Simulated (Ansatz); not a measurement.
Ideal-gas functions of `N[Si](N)F` radical at 400 K and 1 bar, from an Ansatz frequency run at PBE0-D4/def2-TZVP.

Molar mass 79.13 g/mol, point group C1 (symmetry number 1), electronic degeneracy 2, moments of inertia 69.461, 80.134, 135.01 u Å². Harmonic wavenumbers (cm⁻¹, unscaled): 222, 227, 272, 333, 364, 402, 458, 757, 810, 819, 893, 938, 1562, 1576, 3585, 3600, 3698, 3705.

Use S(trans) = R[1.5 ln M + 2.5 ln T − 1.1517]; rotational temperatures θ = 24.2544 K / I; S(rot) = R[ln(√π/σ · √(T³/θAθBθC)) + 1.5]; for each mode x = 1.438777 ν̃/T, S = R[x/(eˣ − 1) − ln(1 − e⁻ˣ)] and H = RT x/(eˣ − 1); 1 cm⁻¹ = 0.0119627 kJ/mol; R = 8.31446 J/(mol·K).

By hand: the entropy, in J/(mol·K).

Translation 169.5. Rotation: θ = 0.3492, 0.3027, 0.1796 K, giving 108.4. Vibration, mode by mode: 10.40, 10.23, 8.82, 7.29, 6.64, 5.94, 5.04, 2.16, 1.85, 1.81, 1.46, 1.28, 0.20, 0.19, 0.00, 0.00, 0.00, 0.00, in all 63.3. Electronic 5.8. Sum 347.0 J/(mol·K).

By hand: H − E and G − E in kJ/mol, counted from the electronic energy.

Zero-point energy ½ × 24221 × 0.0119627 = 144.9; thermal vibration 15.1; translation, rotation and pV give 4 RT = 13.3. H − E = 173.3 kJ/mol, and G − E = 173.3 − 400 × 347.0/1000 = 34.5 kJ/mol.

Vibration gives 18 % of the entropy. The sum counts one conformer and one mirror image; others add a mixing term.
